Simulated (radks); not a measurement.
Co19+, 8 electrons, occupied as [He] 2s2 2p4. Method: Dirac Kohn-Sham, PBE, spin-unpolarised, spherical densities, finite nucleus; open shells are shared between the two j in proportion to 2j + 1; Fermi nuclear charge, rms radius 3.7875 fm; computed with a radial shooting solver on a logarithmic mesh with Libxc functionals.

Unscreened Slater integrals over Kohn-Sham orbitals (eV). Large and small components are both included.

| integral | value |
|---|---|
| F0(2p3/2,2p3/2) | 116.24 |
| F2(2p3/2,2p3/2) | 55.375 |
| F0(2p3/2,2p1/2) | 117.01 |
| G2(2p3/2,2p1/2) | 55.296 |
| F0(2p3/2,2s1/2) | 106.74 |
| G1(2p3/2,2s1/2) | 60.852 |
| F0(2p3/2,1s1/2) | 158.10 |
| G1(2p3/2,1s1/2) | 27.984 |
| F0(2p1/2,2p1/2) | 117.80 |
| F0(2p1/2,2s1/2) | 107.31 |
| G1(2p1/2,2s1/2) | 60.618 |
| F0(2p1/2,1s1/2) | 160.62 |
| G1(2p1/2,1s1/2) | 28.488 |
| F0(2s1/2,2s1/2) | 100.68 |
| F0(2s1/2,1s1/2) | 141.50 |
| G0(2s1/2,1s1/2) | 13.775 |
| F0(1s1/2,1s1/2) | 456.57 |
